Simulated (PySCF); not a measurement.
CH5FO2Si2, SMILES O[Si@]1(F)CO[SiH2]1.

Geometry: TPSSh-D3(BJ)/def2-SVP. The structure was generated by enumeration; whether it is a known compound was not checked. Other conformers were not sampled.

Two levels are set side by side: TDA-PBE/def2-SVPD (PySCF) and TDA-M06-2X/def2-SVPD (PySCF). Vertical, same geometry. The lowest singlet is HOMO→LUMO 65 %, HOMO−1→LUMO 31 % with PBE and HOMO→LUMO 83 % with the other functional; states are paired by order. Differences are taken from unrounded values.

| quantity | TDA-M06-2X |
|---|---|
| lowest singlet excitation (eV) | 6.00 |
| lowest triplet excitation (TDA) (eV) | 5.48 |
| first bright state (f over 0.05) (eV) | 6.00 |
| its oscillator strength | 0.06 |

Problem. What does TDA-PBE give, and how far is it from TDA-M06-2X? (An estimate is asked for; the answer gives what the named calculation found.)

Solution. 
| quantity | TDA-PBE | TDA-PBE minus TDA-M06-2X |
|---|---|---|
| lowest singlet excitation (eV) | 5.35 | -0.65 |
| lowest triplet excitation (TDA) (eV) | 4.83 | -0.65 |
| first bright state (f over 0.05) (eV) | 5.85 | -0.15 |
| its oscillator strength | 0.05 | 0.00 |

A lower first singlet is the usual sign of a functional without exact exchange. Differences between two approximate levels are no errors against the true value.

Rough cost on one machine, each run with all the roots and properties that it gave: TDA-M06-2X against TDA-PBE about 7 times.
